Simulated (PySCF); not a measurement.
Compound: CH7B3N4.
Z-matrix (Å and degrees, PBE0-D3(BJ)/def2-SVP geometry), rows numbered from 1:
```
C 
N   1  1.2556
B   2  1.4379  1  131.90
N   3  1.4347  2  121.23  1   -91.72
B   4  1.4234  3  122.40  2  -176.97
N   5  1.4278  4  117.67  3    -0.15
B   6  1.4277  5  122.53  4     0.61
N   7  1.4234  6  117.67  5    -0.54
H   1  1.1059  2  120.89  3  -179.95
H   1  1.1105  2  124.11  3     0.13
H   4  1.0113  3  118.60  2     2.32
H   5  1.2102  4  121.08  3   179.96
H   6  1.0109  5  118.72  4   179.71
H   7  1.2102  6  121.23  5   179.56
H   8  1.0114  3  118.60  2    -2.45
```

NICS is the negative of the GIAO shielding at a point without a nucleus: at the ring centre (0) and 1 Å above and below it (1); zz is the component along the ring normal. Level: GIAO PBE0/pcSseg-1 (PySCF, non-relativistic, gas phase) on the PBE0-D3(BJ)/def2-SVP geometry, one conformer.

Ring bond lengths (Å), with Mayer bond orders in brackets: B3–N4 1.435 (1.12), N4–B5 1.423 (1.17), B5–N6 1.428 (1.16), N6–B7 1.428 (1.16), B7–N8 1.423 (1.17), N8–B3 1.435 (1.12).

What do the NICS probes read (ppm)?

| ring | type | NICS(0) | NICS(1), two faces | NICS(1)zz, two faces | rms pucker (Å) | centre to ring atoms, mean (Å) |
| --- | --- | --- | --- | --- | --- | --- |
| B3–N4–B5–N6–B7–N8 | 6-membered ring with 3 B and 3 N; formal bonds all single | -2.8 | -2.9 / -2.5 | -4.3 / -4.4 | 0.00 | 1.43 |

What can be read from them?

- B3–N4–B5–N6–B7–N8: mean NICS(1)zz -4.3 ppm, shielded.

Give the inner angles of the rings and the Hirshfeld charges of the ring atoms.

- B3–N4–B5–N6–B7–N8: B3 117.3° (+0.213 e), N4 122.4° (-0.232 e), B5 117.7° (+0.156 e), N6 122.5° (-0.229 e), B7 117.7° (+0.156 e), N8 122.4° (-0.232 e); sum 720.0° against 720° for a flat convex ring.

What are the shieldings of the ring atoms and their hydrogens in the same run (means over atoms taken as equivalent)?

| atoms | environment | σ isotropic (ppm) |
| --- | --- | --- |
| B3 | three-coordinate boron | 74.7 |
| N4 (×2) | boron-bound nitrogen | 140.8 |
| B5 (×2) | three-coordinate boron | 72.9 |
| N6 | boron-bound nitrogen | 125.5 |
| H11 (×2) | N–H hydrogen | 26.73 |
| H12 (×2) | B–H hydrogen | 26.54 |
| H13 | N–H hydrogen | 25.94 |

How do the values depend on the level or the medium?

```
             level  NICS(0), B3–N4–B5–N6–B7–N8  mean NICS(1)zz, B3–N4–B5–N6–B7–N8
PBE0/pcSseg-1, gas                        -2.8                               -4.3
WP04/pcSseg-1, gas                        -2.8                               -3.5
```

The geometry is the same throughout.
